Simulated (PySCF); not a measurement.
## Cd⁺ (cadmium, charge +1) across methods

[Kr] 4d10 5s1, 2S determinant. All numbers are calculated (PySCF 2.14, a scalar-relativistic core potential, in aug-cc-pwCVTZ-PP with ECP28MDF (8s8p7d4f3g, 122 functions)).

```json
{"method": "LDA", "E (hartree)": "-167.1024", "mean ε 4d α (eV)": "-20.660", "mean ε 4d β (eV)": "-20.426", "mean ε 5s α (eV)": "-13.893", "Σ⟨r²⟩ (bohr²)": "35.72", "⟨S²⟩": "0.751"}
{"method": "B3LYP", "E (hartree)": "-167.4673", "mean ε 4d α (eV)": "-22.218", "mean ε 4d β (eV)": "-22.019", "mean ε 5s α (eV)": "-14.255", "Σ⟨r²⟩ (bohr²)": "35.66", "⟨S²⟩": "0.750"}
{"method": "r2SCAN", "E (hartree)": "-167.4617", "mean ε 4d α (eV)": "-20.825", "mean ε 4d β (eV)": "-20.544", "mean ε 5s α (eV)": "-13.820", "Σ⟨r²⟩ (bohr²)": "35.43", "⟨S²⟩": "0.752"}
{"method": "BLYP", "E (hartree)": "-167.3727", "mean ε 4d α (eV)": "-20.309", "mean ε 4d β (eV)": "-20.097", "mean ε 5s α (eV)": "-13.539", "Σ⟨r²⟩ (bohr²)": "35.78", "⟨S²⟩": "0.750"}
{"method": "CAM-B3LYP", "E (hartree)": "-167.3768", "mean ε 4d α (eV)": "-24.079", "mean ε 4d β (eV)": "-23.885", "mean ε 5s α (eV)": "-15.592", "Σ⟨r²⟩ (bohr²)": "35.68", "⟨S²⟩": "0.750"}
{"method": "PBE0", "E (hartree)": "-167.4061", "mean ε 4d α (eV)": "-22.618", "mean ε 4d β (eV)": "-22.383", "mean ε 5s α (eV)": "-14.255", "Σ⟨r²⟩ (bohr²)": "35.58", "⟨S²⟩": "0.751"}
{"method": "PBE", "E (hartree)": "-167.4099", "mean ε 4d α (eV)": "-20.449", "mean ε 4d β (eV)": "-20.191", "mean ε 5s α (eV)": "-13.551", "Σ⟨r²⟩ (bohr²)": "35.71", "⟨S²⟩": "0.751"}
```

Problem. Estimate the same row for UHF.

Solution. E (hartree) = -166.56947; mean ε 4d α (eV) = -28.194; mean ε 4d β (eV) = -28.039; mean ε 5s α (eV) = -15.709; Σ⟨r²⟩ (bohr²) = 35.84; ⟨S²⟩ = 0.751.

Energies and moments cover only the electrons outside the core potential.
